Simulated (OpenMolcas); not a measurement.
Fe2+, Ru2+, Os2+: d⁶ down the group

```
Program             : OpenMolcas 26.06
Method              : CASSCF
Basis               : ANO-RCC-VTZP
Scalar Hamiltonian  : DKH2, point nucleus
Spin-orbit coupling : state interaction with AMFI integrals over the reference wave functions, term energies averaged over their components
```

Active space for each ion: 6 electrons in 5 orbitals (d).

Computed levels in cm-1 above ⁵D₄:

| Level | Fe2+ | Ru2+ | Os2+ |
| --- | --- | --- | --- |
| ⁵D₃ | 435 | 1143 | 4430 |
| ⁵D₂ | 745 | 1856 | 5227 |
| ⁵D₁ | 946 | 2311 | 7151 |
| ⁵D₀ | 1045 | 2531 | 7627 |
| ³H₆ | 22496 | 17825 | 18486 |
| ³H₅ | 22726 | 18231 | 18698 |
| ³P₂(1) | 24638 | 19030 | 18990 |
| ³P₁(1) | 25909 | 22319 | 32862 |
| ³F₃(1) | 26012 | 20744 | 22033 |
| weight of ⁵D in the lowest level (%) | 100 | 99 | 90 |

Mixed levels, with the weight of the term that names them: Os2+ ³H₅ (60 %), Os2+ ³P₂(1) (68 %), Os2+ ³P₁(1) (52 %), Os2+ ³F₃(1) (60 %).

Measured, with the error of the calculation in %. Measured levels: Fe2+ from Corliss and Sugar, J. Phys. Chem. Ref. Data 11, 135 (1982); Ru2+ from Moore, Atomic Energy Levels, vol. III, NSRDS-NBS 35 (1971 reprint of NBS Circular 467, 1958).

```json
{"Level": "⁵D₃", "Fe2+": "436 (-0.2)", "Ru2+": "1159 (-1.3)"}
{"Level": "⁵D₂", "Fe2+": "739 (+0.9)", "Ru2+": "1826 (+1.6)"}
{"Level": "⁵D₁", "Fe2+": "932 (+1.5)", "Ru2+": "2266 (+2.0)"}
{"Level": "⁵D₀", "Fe2+": "1027 (+1.7)", "Ru2+": "2476 (+2.2)"}
{"Level": "³H₆", "Fe2+": "20051 (+12.2)", "Ru2+": ""}
{"Level": "³H₅", "Fe2+": "20301 (+11.9)", "Ru2+": ""}
{"Level": "³P₂(1)", "Fe2+": "19405 (+27.0)", "Ru2+": ""}
{"Level": "³P₁(1)", "Fe2+": "20688 (+25.2)", "Ru2+": ""}
{"Level": "³F₃(1)", "Fe2+": "21700 (+19.9)", "Ru2+": ""}
```

The fine-structure level ⁵D₀ changes by a factor of 7.3 from Fe2+ to Os2+.

Without spin-orbit coupling ³H lies 22279, 17269, 16127 cm-1 above ⁵D in that order; the difference to the level ³H₆, of either sign, comes from spin-orbit coupling, which also lowers the zero.

Without dynamic correlation excited terms often stand tens of per cent too high (terms of higher spin than the ground term too low), and those without a measured partner can miss by more than the paired ones. Levels of configurations with an s electron are missing; early in the row they begin among the upper levels of the d shell and mix with terms of their name (holds for Ru2+). Configurations with an s electron lie low in 5d ions of this charge, fall among these levels and mix in, so low-spin terms can stand far too high, up to twice their true height, and weights are not those of the real levels (holds for Os2+). Measured partners are found by configuration, term and J. A level has none where our copy of the source lacks it or the pairing is in doubt (some pairs that miss far off the trend of their configuration count as doubtful), and it then counts in no deviation. Levels of configurations outside the active space are missing.

A number in round brackets counts repeated terms of one configuration in the order of the reference energies.
